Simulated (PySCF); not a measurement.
In+ (indium, charge +1): UHF calculation

Configuration: [Kr] 4d10 5s2, closed-shell 1S. Calculation: PySCF 2.14, in cc-pVDZ-PP with ECP28MDF (4s3p2d, 23 functions); a scalar-relativistic core potential.

* Total energy: -189.013904 hartree
* One-electron energy: -329.2970 hartree
* Hartree (Coulomb) energy: 155.9279 hartree
* Exchange energy: -15.6449 hartree
* ⟨S²⟩: 0.0000
* ⟨L²⟩: 0.000
* Sum of ⟨r⟩: 24.30 bohr
* Sum of ⟨r²⟩: 39.02 bohr²
* Time after the integrals: 0.05 s of wall time on 1 thread of Neoverse-V1 (shared host)

| shell | electrons | mean orbital energy (eV) | rms radius, mean of both spins (bohr) |
| --- | --- | --- | --- |
| 4s | 2 | -153.57 | 0.912 |
| 4p | 6 | -106.01 | 0.996 |
| 4d | 10 | -34.830 | 1.27 |
| 5s | 2 | -17.278 | 2.77 |

Energies and moments cover only the electrons outside the core potential.
